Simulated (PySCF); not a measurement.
Species: C3H12FN3Si.
Atom-mapped SMILES: `[NH2:1][CH2:2][CH:3]([CH2:4][NH2:5])[NH:6][SiH2:7][F:8]` (hydrogens: H9, H10 on N1; H11, H12 on C2; H13 on C3; H14, H15 on C4; H16, H17 on N5; H18 on N6; H19, H20 on Si7)

Geometry (GFN2-xTB, Å), atoms numbered from 1 in this order:
```
atom  x, y, z in Å
N1    -0.8149   -2.4536    0.2771
C2    -1.0703   -1.2226   -0.4415
C3    -0.6389    0.0660    0.2980
C4    -0.8388    1.2930   -0.6094
N5    -0.5057    2.5618    0.0019
N6     0.7364   -0.0015    0.7462
Si7    2.1335   -0.0532   -0.2433
F8     3.2783   -0.3625    0.8476
H9     0.1792   -2.5487    0.4607
H10   -1.2993   -2.4518    1.1690
H11   -0.5309   -1.2756   -1.3906
H12   -2.1409   -1.1704   -0.6553
H13   -1.2724    0.1857    1.1898
H14   -1.8840    1.3315   -0.9275
H15   -0.2136    1.1752   -1.4979
H16    0.4611    2.5452    0.3102
H17   -1.0842    2.7180    0.8214
H18    0.8281   -0.4334    1.6540
H19    2.2350   -1.1456   -1.2062
H20    2.4371    1.2531   -0.8071
```

Computed at PBE0/pcSseg-1 (PySCF, non-relativistic), with Q(14N) = 0.02044 b: N1, 14N (I = 1): χzz = -5.523 MHz, η = 0.121; N5, 14N (I = 1): χzz = -5.549 MHz, η = 0.157; N6, 14N (I = 1): χzz = -4.881 MHz, η = 0.290.

Where would the pure quadrupole (NQR) lines of 14N at N1 fall for the rigid, isolated species?

From ν± = (3/4)|χ|(1 ± η/3) and ν0 = |χ|η/2: ν+ 4.309 MHz, ν− 3.975 MHz, ν0 0.334 MHz (primary amine nitrogen).

Find the zero-field quadrupole resonance frequencies of 14N at N5.

From ν± = (3/4)|χ|(1 ± η/3) and ν0 = |χ|η/2: ν+ 4.379 MHz, ν− 3.945 MHz, ν0 0.435 MHz (primary amine nitrogen).

Find the zero-field quadrupole resonance frequencies of 14N at N6.

From ν± = (3/4)|χ|(1 ± η/3) and ν0 = |χ|η/2: ν+ 4.014 MHz, ν− 3.307 MHz, ν0 0.707 MHz (silicon-bound nitrogen).

In a crystal, neighbours and librations shift these lines. GFN2-xTB bond lengths can be off by several hundredths of an ångström, more for odd bonds, and the gradients follow them. The basis is small and wasn't made for field gradients, so the couplings can be 20 % off.

One conformer stands for the species.
